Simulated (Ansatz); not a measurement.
This singlet lies 1.80 eV below the relaxed triplet at the level frozen-core CCSD(T)/aug-cc-pVTZ // B3LYP-D3(BJ)/def2-SVPD (Ansatz, a program for electronic structure).

Species: BClF, SMILES `F[B-]Cl` (lower singlet) (charge -1, multiplicity 1).

**Question.** Give a relaxed geometry from Ansatz with B3LYP-D3(BJ)/def2-SVPD.

**Answer.** the end point of this relaxation (outside a Z-matrix the atoms follow the SMILES, hydrogens last).
Z-matrix (Å, degrees):
```
B
F 1 1.3421
Cl 1 2.1238 2 101.19
```
